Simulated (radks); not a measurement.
Coherent X-ray form factor from a spherical all-electron density. Method: Dirac Kohn-Sham, LDA (Slater exchange, Perdew-Wang correlation), spin-unpolarised, spherical densities, finite nucleus; Fermi nuclear charge, rms radius of each element as measured or else 0.836 A^(1/3) + 0.57 fm; computed with a radial shooting solver on a logarithmic mesh with Libxc functionals.

sin(theta)/lambda (1/angstrom)  f0 (electrons)
0.05                                    70.420
0.1                                     68.765
0.15                                    66.256
0.2                                     63.185
0.25                                    59.832
0.3                                     56.422
0.4                                     49.973
0.5                                     44.366
0.6                                     39.596
0.8                                     31.954
1                                       26.162
1.25                                    21.043
1.5                                     17.774
2                                       14.049

The species is in the configuration that NIST lists as its ground one. Which atom or ion scatters so?

Answer. The rhenium ion Re4+, [Xe] 4f14 5d3. Extrapolating in s^2 from the first two rows gives f0(0) = 71.0, near the electron count 71; among species with that count, the fall with angle is slower the higher Z, and the table is that of Z = 75; from so few rows the species is fixed only to a neighbour or two.
